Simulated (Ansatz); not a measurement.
Consider the ligand exchange at a B–N bond: `BN(C)[SiH2][SiH3]` + H–F → `BF` + `CN[SiH2][SiH3]`.

Isolated molecules relaxed with PBE0-D4/def2-TZVP in Ansatz; ΔE leaves out vibrations. CCSD(T)/CBS is the MP2 limit (def2-TZVPP, def2-QZVPP) plus CCSD(T) − MP2 in def2-TZVPP, frozen cores. This one scheme is used for every species. DFT in def2-TZVPP. Each species was taken in one conformer, which may not be the lowest.

```tsv
level	ΔE (kJ/mol)
r2SCAN-D4	4.8
ωB97M-V	6.8
PBE-QIDH	9.9
CCSD/def2-SVP	-1.8
```

Task: What does CCSD(T)/CBS give? (An estimate is asked.)

Result: Ansatz gave: +14.1 kJ/mol. The listed levels differ from it by -9.3, -7.3, -4.2, -15.9 kJ/mol.

Largest T1 diagnostic among the species: 0.013.

At CCSD(T), def2-SVP lies −12.4 kJ/mol from the extrapolated value and def2-TZVPP −2.3 kJ/mol. In def2-TZVPP, CCSD(T) changes the Hartree–Fock value by +34.9 kJ/mol (the triples alone add +4.9 kJ/mol) and MP2 by +38.7 kJ/mol.
